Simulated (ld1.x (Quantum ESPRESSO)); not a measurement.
An all-electron radial function and its pseudo partner (calcium)

Columns: radius, all-electron u(r) and pseudo u(r) of the 3s shell (level -47.44 eV) of calcium in the configuration [Ne] 3s2 3p6 3d0 4s1.75 4p0.25; PBE, scalar-relativistic, RRKJ scheme, ld1.x (Quantum ESPRESSO) 7.5.

| r (bohr) | all-electron | pseudo |
| --- | --- | --- |
| 0.160 | -0.3413 | 0.1696 |
| 0.320 | -0.4364 | 0.3529 |
| 0.480 | 0.1101 | 0.5498 |
| 0.640 | 0.6267 | 0.7406 |
| 0.800 | 0.9289 | 0.8927 |
| 0.960 | 1.0328 | 0.9749 |
| 1.120 | 1.0044 | 0.9732 |
| 1.280 | 0.9048 | 0.8976 |
| 1.440 | 0.7767 | 0.7772 |
| 1.600 | 0.6454 | 0.6456 |
| 1.760 | 0.5243 | 0.5243 |
| 1.920 | 0.4189 | 0.4189 |
| 2.080 | 0.3306 | 0.3306 |
| 2.240 | 0.2585 | 0.2585 |
| 2.400 | 0.2006 | 0.2006 |
| 2.560 | 0.1548 | 0.1548 |
| 2.720 | 0.1189 | 0.1189 |
| 2.880 | 0.0911 | 0.0911 |
| 3.040 | 0.0696 | 0.0696 |
| 3.200 | 0.0531 | 0.0531 |
| 3.360 | 0.0404 | 0.0404 |
| 3.520 | 0.0307 | 0.0307 |
| 3.680 | 0.0233 | 0.0233 |
| 3.840 | 0.0176 | 0.0176 |
| 4.000 | 0.0133 | 0.0133 |
| 4.160 | 0.0101 | 0.0101 |

(1) How many radial nodes do the two functions have?

(2) At about which radius was the pseudo-wave matched?

(3) Is the pseudo-wave norm-conserving?

Answers

(1) The all-electron 3s function has n − l − 1 = 2 (the table is too coarse to show those close to the nucleus); the pseudo-wave has 0, since the states of the same l below it are removed with the core.

(2) 1.70 bohr, where the columns begin to agree (steps of 0.16 bohr).

(3) Yes: the RRKJ scheme keeps the norm inside the radius equal to the all-electron one, which fixes the energy derivative of the logarithmic derivative at the level.
